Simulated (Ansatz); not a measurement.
In3N3H12, a cluster cut from zinc blende InN (hydrogen-capped). The state is a triplet with charge 0. Geometry PBE-D4/def2-SVP, that of the neutral singlet; atoms count from 1.

```xyz
18

In    0.2352   -1.9195   -1.2423
In   -0.9146   -0.1977    2.0993
In   -0.3764    1.9598   -1.1400
N     0.8194    0.1768   -1.8133
N    -0.1796    1.6699    1.0824
N     0.3454   -1.6989    0.9941
H     1.6152   -2.9066   -1.6685
H    -1.4433   -2.0968   -1.6440
H    -0.2345   -0.1342    3.7098
H    -2.5512   -0.4389    1.5765
H     0.6280    3.3442   -1.5074
H    -2.0319    1.6311   -1.5414
H     1.8164    0.3284   -1.5976
H     0.7903    0.1994   -2.8451
H     0.7921    1.8606    1.3708
H    -0.7136    2.4436    1.5092
H     1.3306   -1.6018    1.2831
H     0.0726   -2.6192    1.3745
```

In the def2 sets In takes a core potential; there is no spin–orbit coupling. At PBE0-D4/def2-TZVP a singlet of charge 0 lies 5.58 eV below the triplet at the same geometry.

Q: Estimate the Mulliken populations from the PBE0/def2-TZVP orbitals of Ansatz.

A: 
```
atom  charge (e)  spin (α − β)
 In1        0.22          0.45
 In2        0.55          0.01
 In3        0.22          0.45
  N4       -0.32          0.32
  N5       -0.83          0.01
  N6       -0.83          0.01
  H7       -0.01          0.24
  H8       -0.08         -0.02
  H9       -0.12          0.00
 H10       -0.10          0.00
 H11       -0.01          0.24
 H12       -0.08         -0.02
 H13        0.13          0.17
 H14        0.18          0.13
 H15        0.26          0.01
 H16        0.27          0.00
 H17        0.26          0.01
 H18        0.27          0.00
```
Mulliken values and Mayer orders depend strongly on the basis.

Q: Where does the spin sit?

A: Summed by element: In 0.92, N 0.33, H 0.75, of 2 unpaired in all. Largest on single atoms: In3 0.45, In1 0.45, N4 0.32.

Q: And the Mayer bond orders between bonded heavy atoms (over 0.3)?

A: In1–N6 0.53 (2.25 Å); In2–N5 0.49 (2.25 Å); In2–N6 0.49 (2.25 Å); In3–N5 0.53 (2.25 Å). Values over 0.3 also appear between atoms too far apart for a bond (In1–In3 0.39 at 3.93 Å); they arise where an orbital or an unpaired electron spreads over both atoms.
